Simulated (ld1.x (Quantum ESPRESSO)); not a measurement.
**u(r) = r·R(r): atom against pseudo-atom (fluorine (F))**

Columns: radius, all-electron u(r) and pseudo u(r) of the 2p shell (level -11.06 eV) of fluorine in the configuration [He] 2s2 2p5; PBEsol, non-relativistic, TM scheme, ld1.x (Quantum ESPRESSO) 7.5.

| r (bohr) | all-electron | pseudo |
| --- | --- | --- |
| 0.055 | 0.0505 | 0.0214 |
| 0.110 | 0.1605 | 0.0834 |
| 0.165 | 0.2903 | 0.1796 |
| 0.220 | 0.4187 | 0.3002 |
| 0.275 | 0.5354 | 0.4331 |
| 0.330 | 0.6356 | 0.5655 |
| 0.385 | 0.7183 | 0.6859 |
| 0.440 | 0.7838 | 0.7856 |
| 0.495 | 0.8332 | 0.8600 |
| 0.550 | 0.8682 | 0.9085 |
| 0.605 | 0.8905 | 0.9337 |
| 0.660 | 0.9023 | 0.9404 |
| 0.715 | 0.9051 | 0.9341 |
| 0.770 | 0.9007 | 0.9196 |
| 0.825 | 0.8904 | 0.9009 |
| 0.880 | 0.8755 | 0.8802 |
| 0.935 | 0.8570 | 0.8585 |
| 0.990 | 0.8358 | 0.8361 |
| 1.045 | 0.8126 | 0.8126 |
| 1.100 | 0.7879 | 0.7879 |
| 1.155 | 0.7623 | 0.7623 |
| 1.210 | 0.7360 | 0.7360 |
| 1.265 | 0.7096 | 0.7096 |
| 1.320 | 0.6831 | 0.6831 |
| 1.375 | 0.6567 | 0.6567 |
| 1.430 | 0.6307 | 0.6307 |

(1) How many radial nodes do the two functions have?

(2) At about which radius was the pseudo-wave matched?

(3) Where does each function peak?

(4) Is the pseudo-wave norm-conserving?

Answers

(1) The all-electron 2p function has n − l − 1 = 0; the pseudo-wave has 0.

(2) 1.10 bohr. The columns agree to 0.0005 from 0.99 bohr on; several derivatives are matched, so the curves merge somewhat inside the radius.

(3) Outermost all-electron maximum near 0.71 bohr, pseudo maximum near 0.66 bohr (to the table’s step).

(4) Yes: the TM scheme keeps the norm inside the radius equal to the all-electron one, which fixes the energy derivative of the logarithmic derivative at the level.
